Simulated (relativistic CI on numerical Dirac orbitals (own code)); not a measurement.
## Hyperfine structure of Bi I, mass number 209

Computed by Dirac-Coulomb-Breit CI, separate exchange-only KLI orbitals for each configuration, model QED (radiative potential, 1s self-energy scaled to tabulated hydrogen-like ionisation energies), valence Slater integrals scaled by 0.85, P86 correlation energy added to each configuration (own radial code, finite nucleus).

Configurations in the expansion (outside the closed core [Xe] 4f14 5d10): 6s2 6p3, 6s2 6p2 7s, 6s2 6p2 7p, 6s2 6p2 6d, 6s2 6p2 8s, 6s2 6p2 7d, 6s 6p4, 6s2 6p2 8p, 6s2 6p2 5f, 6s2 6p 6d2, 6s2 6p2 8d, 6s2 6p2 6f, 6s2 6p2 5g, 6s2 6p2 7f, 6s2 6p2 8f. Levels of other configurations are missing.

Nuclear spin I = 9/2, μ = 4.092 μN, Q = -0.516 b (tables of Stone and Pyykkö). The electronic factors are computed for point nuclear moments, without core polarisation; leaving it out makes A of s and p electrons in near-neutral atoms 20 to 40 % too small, and it can dominate for d and f shells.

```
            Level  E (cm⁻¹)  A (MHz)  B (MHz)
  6s2 6p3 2D°_3/2   11991.8   -754.8     -798
  6s2 6p3 2D°_5/2   16510.7     2779     27.4
  6s2 6p3 2P°_1/2   22585.1    10810         
6s2 6p2 7s 4P_1/2   33429.8     4280         
  6s2 6p3 2P°_3/2   34740.5    821.8     1070
6s2 6p2 7s 4P_3/2   45677.9   -43.76     -695
6s2 6p2 7s 2P_1/2   46898.3    -3006         
6s2 6p2 7s 4P_5/2   49844.5     3671      -42
```

Levels with J = 0, under 50 % of one LS term, or S terms without an open s electron are left out. Small factors come from cancelling terms and can be off by tens of per cent or more.

Correlation outside the listed configurations is missing or only estimated: errors of thousands of cm⁻¹ between configurations and terms are usual at this charge. Rates and lifetimes follow the computed energies and can be off by large factors. The fine structure of a lone outer electron comes out too small, for d and f at times inverted, and misplaced configurations move strength between like terms. 12 of the 16 excited levels that our extract of the measured tables holds in this range could be paired (the sources list more); they are missed by 1068 cm⁻¹ on average and 1576 at most, and levels without a partner can miss by more.

Q: Give the hyperfine levels of 6s2 6p3 2P°_1/2 relative to its centre of gravity.

A: With K = F(F + 1) − I(I + 1) − J(J + 1), E = AK/2: F = 4: -29730, F = 5: 24330 MHz.

LS names give the leading component of a level, which can be under half, so a name can repeat, a term be missing and a line seem to break the LS rules.
